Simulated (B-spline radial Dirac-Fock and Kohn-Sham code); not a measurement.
Te²⁰⁺: eigenvalues, ΔSCF and the reference

System: tellurium as Te²⁰⁺, configuration [Ar] 3d10 4s2 4p2.

The density-functional columns are spherical, spin-unpolarised Dirac-Kohn-Sham results without Breit or QED terms: −ε is minus the orbital energy of the initial state and ΔSCF the difference of two total energies. The reference in the last column comes from Dirac-Fock energy differences between relaxed states, corrected for Breit and QED terms. All numbers are from a radial B-spline solver, in eV; a selection of levels is shown. The Kohn-Sham columns are given as differences from the reference. For the 1s level of heavy atoms much of the gap between ΔSCF and the reference is the Breit and QED part, -109.2 eV here; for other levels the error of the functional can be larger.

| level | LDA −ε − DF | LDA ΔSCF − DF | Dirac-Fock |
| --- | --- | --- | --- |
| 1s | -269.6 | +99.6 | 32413.7 |
| 2s | -128.8 | -50.7 | 5535.9 |
| 2p1/2 | -98.4 | -4.4 | 5205.2 |
| 2p3/2 | -101.6 | -12.8 | 4933.6 |
| 3s | -67.5 | -34.2 | 1568.0 |
| 3p1/2 | -54.3 | -20.1 | 1431.5 |
| 3p3/2 | -53.8 | -20.6 | 1378.3 |
| 3d3/2 | -35.9 | +0.5 | 1143.9 |
| 3d5/2 | -36.2 | -0.2 | 1133.0 |
| 4s | -13.3 | +3.3 | 647.1 |
| 4p | -13.6 | +2.5 | 590.9 |

Values without a named source are computed, but for edge energies of neutral atoms, which are taken from tables.
